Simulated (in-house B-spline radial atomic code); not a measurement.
## In5+: [Kr] 4d8

Computed with a B-spline radial code for spherical atoms: non-relativistic Hartree-Fock, average of configuration, point nucleus.

Z_r = [3n² - l(l+1)]/(2<r>); Z_e = n√(-2ε); the last column is Slater's effective charge.

| shell | electrons | ε (eV) | <r> (bohr) | Z_r | Z_e | Slater |
| --- | --- | --- | --- | --- | --- | --- |
| 1s | 2 | -27222 | 0.03105 | 48.31 | 44.73 | 48.70 |
| 2s | 2 | -4135.9 | 0.1341 | 44.74 | 34.87 | 44.85 |
| 2p | 6 | -3857.8 | 0.1147 | 43.60 | 33.68 | 44.85 |
| 3s | 2 | -876.07 | 0.3594 | 37.57 | 24.07 | 37.75 |
| 3p | 6 | -760.5 | 0.3512 | 35.60 | 22.43 | 37.75 |
| 3d | 10 | -548.66 | 0.3233 | 32.47 | 19.05 | 27.85 |
| 4s | 2 | -201.82 | 0.8698 | 27.59 | 15.41 | 21.25 |
| 4p | 6 | -161 | 0.918 | 25.05 | 13.76 | 21.25 |
| 4d | 8 | -94.105 | 1.066 | 19.71 | 10.52 | 10.55 |

The least bound orbital is 4d at -94.11 eV, and it is also the most diffuse (<r> = 1.066 bohr).

The density falls to 0.001 bohr⁻³ at 2.642 bohr; Σ<r²> = 20.522 bohr² gives, by the non-relativistic formula and without the paramagnetism of open shells, a Langevin diamagnetic susceptibility of -16.25×10⁻⁶ cm³/mol.
